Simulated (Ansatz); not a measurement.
Reaction (ligand exchange at the Si–C bond): `CC[SiH2]C` + `[CH3][AlH][OH]` → `[CH3][AlH][O][SiH2]C` + `CC`

Gas-phase electronic energies from Ansatz, PBE0-D4/def2-TZVP geometries. CCSD(T)/CBS is the MP2 limit (def2-TZVPP, def2-QZVPP) plus CCSD(T) − MP2 in def2-TZVPP, frozen cores. This one scheme is used for every species. DFT in def2-TZVPP. B3LYP here is the variant with VWN-RPA as its local correlation; programs differ in this. Each species was taken in one conformer, which may not be the lowest.

```json
{"level": "B3LYP-D4", "ΔE (kJ/mol)": "-127.7", "difference from CCSD(T)/CBS": "-4.1"}
{"level": "ωB97M-V", "ΔE (kJ/mol)": "-122.2", "difference from CCSD(T)/CBS": "1.4"}
{"level": "B2PLYP", "ΔE (kJ/mol)": "-129.4", "difference from CCSD(T)/CBS": "-5.8"}
{"level": "PBE0", "ΔE (kJ/mol)": "-117.4", "difference from CCSD(T)/CBS": "6.2"}
{"level": "MP2/def2-TZVPP", "ΔE (kJ/mol)": "-124.2", "difference from CCSD(T)/CBS": "-0.6"}
{"level": "SCS-MP2/def2-TZVPP", "ΔE (kJ/mol)": "-129.4", "difference from CCSD(T)/CBS": "-5.8"}
{"level": "HF/def2-QZVPP", "ΔE (kJ/mol)": "-152.1", "difference from CCSD(T)/CBS": "-28.5"}
{"level": "MP2/def2-QZVPP", "ΔE (kJ/mol)": "-124.6", "difference from CCSD(T)/CBS": "-1.0"}
{"level": "HF/CBS(def2)", "ΔE (kJ/mol)": "-152.4", "difference from CCSD(T)/CBS": "-28.8"}
{"level": "CCSD/CBS(def2)", "ΔE (kJ/mol)": "-127.1", "difference from CCSD(T)/CBS": "-3.5"}
{"level": "CCSD(T)/CBS", "ΔE (kJ/mol)": "-123.6", "difference from CCSD(T)/CBS": "0"}
```

Largest T1 diagnostic among the species: 0.011.

From PBE to PBE0 (25 % exact exchange), in def2-TZVPP and without D4, ΔE moves by −6.3 kJ/mol. In def2-TZVPP, CCSD(T) changes the Hartree–Fock value by +26.3 kJ/mol (the triples alone add +3.5 kJ/mol) and MP2 by +26.1 kJ/mol.
